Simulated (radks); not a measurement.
Q: Valence configurations of Cd I (all share [Kr]). Calculated with a radial shooting solver on a logarithmic mesh with Libxc functionals: scalar-relativistic Kohn-Sham, BLYP, spin-polarised, spherical densities, finite nucleus; open shells are filled with parallel spins first (spin-orbit coupling, left out, can overturn this in heavy ions); Fermi nuclear charge, rms radius 4.6087 fm. Order these by energy: 4d8 5s2 5p2; 4d7.5 5s1.5 5p3; 4d10 5s1 5p1; 4d7.5 5s1 5p3.5; 4d8.5 5p3.5; 4d9 5s2 5p1; 4d10 5s2; 4d9.5 5s1.5 5p1; 4d8 5s1 5p3; 4d10 5s1.5 5p0.5.

A: From the lowest, in eV above it: 4d10 5s2 0.000; 4d10 5s1.5 5p0.5 2.180; 4d10 5s1 5p1 4.247; 4d9.5 5s1.5 5p1 7.943; 4d9 5s2 5p1 12.169; 4d8 5s2 5p2 27.791; 4d8.5 5p3.5 31.379; 4d8 5s1 5p3 32.585; 4d7.5 5s1.5 5p3 39.387; 4d7.5 5s1 5p3.5 42.707. NIST lists [Kr] 4d10 5s2 as the ground configuration; this level of theory agrees among the configurations tried. The energies are those of spherical high-spin densities, not of single terms.
